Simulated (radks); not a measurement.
The rubidium ion Rb2+ inside a hard spherical wall (all orbitals vanish at R), configuration held at [Ar] 3d10 4s2 4p5 and not refilled when levels cross. All-electron calculation, scalar-relativistic Kohn-Sham, r2SCAN, spin-polarised, spherical densities, finite nucleus; open shells are filled with parallel spins first (spin-orbit coupling, left out, can overturn this in heavy ions); meta-GGA in the generalised Kohn-Sham scheme; Fermi nuclear charge, rms radius 4.2036 fm. Program: a radial shooting solver on a logarithmic mesh with Libxc functionals. Eigenvalues in eV for spin up, with the zero of energy where the potential of the charges vanishes at infinity; a dash marks a level that is unbound or too diffuse for the functional's potential to be trusted. A positive occupied level is held by the wall or, in an anion where self-interaction has pushed it up, behind a barrier. The pressure on the wall is -dE/dV.

| R (bohr) | E (hartree) | kinetic (hartree) | e(3p) | e(3d) | e(4s) | e(4p) | e(4d, empty) | e(5s, empty) | pressure (GPa) |
|---|---|---|---|---|---|---|---|---|---|
| free | -2980.51028 | 3052.659 | -249.71 | -125.74 | -52.053 | -34.806 | -12.129 | - | 0 |
| 20 | -2980.51028 | 3052.659 | -249.71 | -125.74 | -52.053 | -34.806 | -12.129 | - | < 0.0001 |
| 12 | -2980.51028 | 3052.659 | -249.71 | -125.74 | -52.053 | -34.806 | -12.129 | - | < 0.0001 |
| 10 | -2980.51028 | 3052.659 | -249.71 | -125.74 | -52.053 | -34.806 | -12.129 | -11.638 | < 0.0001 |
| 8 | -2980.51028 | 3052.659 | -249.71 | -125.74 | -52.053 | -34.806 | -12.118 | -11.543 | < 0.0001 |
| 5 | -2980.50743 | 3052.694 | -249.60 | -125.63 | -51.974 | -34.722 | -11.489 | -8.433 | 0.716 |
| 4 | -2980.47082 | 3053.025 | -248.75 | -124.79 | -51.373 | -34.034 | -9.533 | -1.334 | 14.9 |
| 3.5 | -2980.36918 | 3053.765 | -247.13 | -123.18 | -50.212 | -32.645 | -6.699 | 7.734 | 68.2 |
| 2.5 | -2978.79782 | 3061.659 | -234.73 | -110.92 | -39.504 | -19.476 | 13.742 | 66.959 | 1610 |
| 2 | -2974.42293 | 3078.422 | -216.89 | -93.287 | -17.140 | 7.110 | 48.580 | 162.64 | 9340 |
| 1.5 | -2956.31238 | 3137.025 | -176.10 | -51.701 | 62.939 | 95.993 | 148.34 | 426.43 | 75300 |
